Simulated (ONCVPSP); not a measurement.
**An odd input for ONCVPSP 4.0.1 (thulium)**

Command:

```bash
oncvpspr.x < Tm.dat > Tm.out
```

Input:

```
# ATOM AND REFERENCE CONFIGURATION
# atsym  z   nc   nv     iexc    psfile
  Tm 69.00   10    4        3      upf
#
#   n    l    f
    1    0    2.00
    2    0    2.00
    2    1    6.00
    3    0    2.00
    3    1    6.00
    3    2   10.00
    4    0    2.00
    4    1    6.00
    4    2   10.00
    4    3   13.00
    5    0    2.00
    5    1    6.00
    6    0    1.50
    6    1    0.50
#
# PSEUDOPOTENTIAL AND OPTIMIZATION
# lmax
    2
#
#   l,   rc,      ep,       ncon, nbas, qcut
    0    1.95    0.00    4    7    5.90
    1    2.25    0.00    4    8    5.80
    2    1.75    0.36    4    7    4.60
#
# LOCAL POTENTIAL
# lloc, lpopt,  rc(5),   dvloc0
    4    1    1.55    4.00
#
# VANDERBILT-KLEINMAN-BYLANDER PROJECTORs
# l, nproj, debl
    0    2    1.30
    1    2    3.00
    2    2    2.50
#
# MODEL CORE CHARGE
# icmod, fcfact, rcfact
    1    0.65    0.00
#
# LOG DERIVATIVE ANALYSIS
# epsh1, epsh2, depsh
   -3.00    5.00    0.02
#
# OUTPUT GRID
# rlmax, drl
    6.00    0.50
#
# TEST CONFIGURATIONS
# ncnf
    4
# nvcnf
#   n    l    f
    4
    5    0    2.00
    5    1    6.00
    6    0    2.00
    6    1    0.00
#
    4
    5    0    2.00
    5    1    6.00
    6    0    1.00
    6    1    0.00
#
    4
    5    0    2.00
    5    1    6.00
    6    0    0.00
    6    1    0.00
#
    5
    5    0    2.00
    5    1    6.00
    6    0    1.50
    6    1    0.00
    5    2    0.50
#
```

This is an input that runs to its end, with one change: drl set to 0.5 bohr.

Task: How does the run end?

Result: The program runs through. Ghost flags: none; the largest excitation error among the 4 tests with output is 84.9 meV, as for the unchanged input. Messages: WARNING scattering state with energy 0.05000000; WARNING wellstate: moderately localized bound state found for n= 5 l= 2; WARNING will be used for the first projector.

```
   6   1  -2  0.0000   -0.36815341   -0.36815341    0.00E+00
   6   1   1  0.0000   -0.39487822   -0.39487822    0.00E+00

    Total energies and differences
      AE_ref= -1.35736491E+04  AE_tst= -1.35730029E+04  dif=  6.46E-01
      PS_ref= -3.53684169E+01  PS_tst= -3.47191651E+01  dif=  6.49E-01
      PSP excitation error= -3.12E-03

Test configuration 4

   n   l kap    f        eae           eps        diff
   1   0  -1  2.0000-2174.32929974
   2   0  -1  2.0000 -366.66251567
   2   1  -2  4.0000 -313.60616513
   2   1   1  2.0000 -349.58918755
   3   0  -1  2.0000  -82.37569877
   3   1  -2  4.0000  -67.25502415
   3   1   1  2.0000  -74.85056719
   3   2  -3  6.0000  -52.71685989
   3   2   2  4.0000  -54.37825948
   4   0  -1  2.0000  -16.19711457
   4   1  -2  4.0000  -11.45009635
   4   1   1  2.0000  -13.17244774
   4   2  -3  6.0000   -6.15313008
   4   2   2  4.0000   -6.46647363
   4   3  -4  7.4286   -0.09190298
   4   3   3  5.5714   -0.13595016
   5   0  -1  2.0000   -1.95170805   -1.94797071    3.74E-03
   5   1  -2  4.0000   -0.92294171   -0.91989209    3.05E-03
   5   1   1  2.0000   -1.13421960   -1.13084559    3.37E-03
   6   0  -1  1.5000   -0.14671054   -0.14640157    3.09E-04
   6   1  -2  0.0000   -0.04182887   -0.11787754   -7.60E-02
   6   1   1  0.0000   -0.05084609   -0.13147837   -8.06E-02
   5   2  -3  0.3000   -0.02959222   -0.02893815    6.54E-04
   5   2   2  0.2000   -0.03616179   -0.03537642    7.85E-04

    Total energies and differences
      AE_ref= -1.35736491E+04  AE_tst= -1.35736462E+04  dif=  2.84E-03
      PS_ref= -3.53684169E+01  PS_tst= -3.53645516E+01  dif=  3.87E-03
      PSP excitation error= -1.02E-03
```
